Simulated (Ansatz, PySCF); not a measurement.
Spectroscopic constants of Ta$_{2}$, closed-shell singlet (lowest of 2S+1 = 1, 3, 5, 7, 9, 11 at CCSD(T)/def2-TZVPP on PBE0 minima; our sources give no spin for the ground state, which may be another). No spin–orbit coupling.

The constants come from a fifth-degree fit in 1/R (seven points, main isotopes). In def2 and cc sets the state is the lowest found near the PBE0 minimum, followed along R. The singlet is held restricted.

Run with Ansatz (a quantum-chemistry and plane-wave program) with Gaussian orbitals; PySCF for LANL2DZ rows. Values without a source in brackets are computed. In def2 rows elements past Kr take small-core potentials, without spin–orbit coupling.

```csv
level,r_e (Å),ω_e (cm⁻¹),B_e (cm⁻¹),α_e (cm⁻¹)
SVWN5/def2-TZVPP,2.134,335,0.0409,6.1e-5
PBE/def2-TZVPP,2.150,325,0.0403,6.1e-5
r2SCAN/def2-TZVPP,2.132,339,0.0410,5.9e-5
B97M-V/def2-TZVPP,2.140,326,0.0407,6.2e-5
B3LYP/LANL2DZ,2.158,346,0.0400,5.5e-5
B3LYP/def2-TZVPP,2.138,335,0.0408,5.9e-5
PBE0/def2-TZVPP,2.119,347,0.0415,5.8e-5
BHLYP/def2-TZVPP,2.106,356,0.0420,5.6e-5
```

Rows in LANL2DZ carry no dispersion term and start afresh at each structure. LANL2DZ brings its own core potentials from Na on.
